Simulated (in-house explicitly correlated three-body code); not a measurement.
Computed with an exponentially correlated three-body code. Model: two electrons around a point charge, non-relativistic, variational in 260 exponentially correlated functions (energies converged to about 1e-7 hartree, or 1e-8 relative for large Z).

Command:
```bash
python run_hyl.py task.json out
```
Settings (lengths in bohr, energies in hartree):
```
Z                      10
screening              2
interaction_strength   1
functions              260
states_tried           13
```

Run time, properties included: 2.3 min on 1 thread of Arm Neoverse N1 (shared host).

**Those bound S and P states to n = 4 that converged, binding against the one-electron ion.**

Given: nuclear charge 10; Yukawa screening of all interactions 2 1/bohr.

Computed: one-electron threshold -32.6808511 hartree.

```csv
term,energy (hartree),binding (eV)
1 1S,-61.0624286,772.3
2 3S,-33.5093192,22.544
2 1S,-33.349783,18.203
```

**Converged states only, values per electron or pair (inverse distances are <exp(-kr)/r>).**

```tsv
term	mean r (bohr)	mean r squared (bohr²)	mean inverse r (1/bohr)	mean r12 (bohr)	mean inverse r12 (1/bohr)	mean cosine	mean p1 dot p2 (bohr⁻²)	delta r1 (bohr⁻³)	delta r12 (bohr⁻³)
1 1S	0.16127	0.035136	7.7234	0.23777	4.1527	-0.012731	1.1022	282.76	30.163
2 3S	0.55444	0.5818	4.2998	0.97158	0.34772	-0.0020091	0.023087	158.4	-
2 1S	0.59131	0.67713	4.272	1.0407	0.45186	-0.0027206	0.040453	157.51	2.2046
```

**Static dipole response.**

```json
{"state": "1 1S", "polarisability (bohr³)": "0.0012386"}
```
